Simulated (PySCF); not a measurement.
An unknown is described by computed data only.

Formula: C6H6OS.

* Rotational structure: rotational constants A, B, C: 3.549, 1.423, 1.022 GHz [PBE0-D3(BJ)/def2-SVP]
* UV, strongest line: among the 10 lowest singlet transitions: S2 at 4.83 eV (257 nm, f = 0.224) [TDDFT PBE0/def2-SVPD]
* 1H NMR: chemical shifts (computed TMS as zero) by class: 8.50 (1 H), 7.55 (1 H), 7.21 (1 H), 2.43 (3 H) ppm [GIAO HF/pcSseg-1]
* 13C NMR: chemical shifts (computed TMS as zero) by class: 193.6 (1 C), 147.1 (1 C), 146.0 (1 C), 143.8 (1 C), 132.0 (1 C), 27.0 (1 C) ppm [GIAO HF/pcSseg-1]
* Triplet: lowest triplet excitation (Tamm–Dancoff): 3.14 eV [TDA PBE0/def2-SVPD]
* UV, first state: lowest singlet excitation: 3.83 eV (324 nm, f = 0.000) [TDDFT PBE0/def2-SVPD]
* NMR, other nuclei: isotropic shieldings of nuclei other than C and H, by class: -278 (1 O), 344 (1 S) ppm [GIAO HF/pcSseg-1]
* Dipole: 3.07 D [PBE0/def2-SVPD]
* Valence photoelectron: vertical ionisation energy: 9.13 eV [ΔSCF PBE0/def2-SVPD]
* Polarisability: 91.5 au [PBE0/def2-SVPD]

Electronic properties: PySCF, gas phase, density fitting. Levels stand in brackets. Geometry: PBE0-D3(BJ)/def2-SVP, one conformer, isolated molecule. NMR values are class means; diastereotopic atoms form classes of their own.

Task: Propose a structure and show how it fits.

Result: Numbering: `[CH3:1][C:2](=[O:3])[c:4]1[cH:5][cH:6][cH:7][s:8]1`. Its formula, C6H6OS, gives 4 degrees of unsaturation: 1 ring and 3 π bonds in the structure found (Kekulé form). 6 carbons fall into 6 classes; from least to most shielded: ketone carbonyl carbon [C2] (193.6 ppm), substituted aromatic carbon [C4] (147.1 ppm), aromatic CH next to a ring sulfur [C7] (146.0 ppm), aromatic CH carbon [C5] (143.8 ppm), aromatic CH carbon [C6] (132.0 ppm), methyl carbon next to a carbonyl [C1] (27.0 ppm). Hydrogen classes from least to most shielded: 1 H on an aromatic CH carbon, C5 (8.50 ppm), 1 H on an aromatic CH next to a ring sulfur, C7 (7.55 ppm), 1 H on an aromatic CH carbon, C6 (7.21 ppm), 3 H on a methyl carbon next to a carbonyl, C1 (2.43 ppm). The other shieldings belong to: -278 ppm, ketone oxygen [O3]; 344 ppm, thiophene-type sulfur [S8]. S1 is mainly HOMO−1→LUMO (weight 0.95); the largest Löwdin shares of the orbital it empties are 0.65 on the ketone oxygen, 0.11 on the ketone carbonyl carbon, 0.10 on the methyl carbon next to a carbonyl and 0.08 on the substituted aromatic carbon, of the orbital it fills 0.17 on the ketone carbonyl carbon, 0.17 on the ketone oxygen, 0.14 on the aromatic CH next to a ring sulfur and 0.14 on the thiophene-type sulfur. The first electron is taken from the HOMO, whose largest Löwdin shares are 0.26 on the substituted aromatic carbon, 0.25 on the aromatic CH next to a ring sulfur, 0.13 on an aromatic CH carbon and 0.12 on an aromatic CH carbon. The optimised geometry has point group Cs and is an asymmetric top. Structure: `c1cc(sc1)C(=O)C`. Computed isomers that give other values at the same levels: `CC(=S)c1ccco1` (rotational constant A: 3.805 GHz; this holds for the one conformer computed); `CC(=O)c1ccsc1` (rotational constant A: 4.274 GHz; this holds for the one conformer computed); `Oc1ccc(S)cc1` (rotational constant A: 5.572 GHz; this holds for the one conformer computed). The assignments are read from this structure; whether some other isomer fits the data as well wasn't checked.

Conformer computed: `[CH3:1][C:2](=[O:3])[c:4]1[cH:5][cH:6][cH:7][s:8]1`: C1–C2–C4–C5 180°.
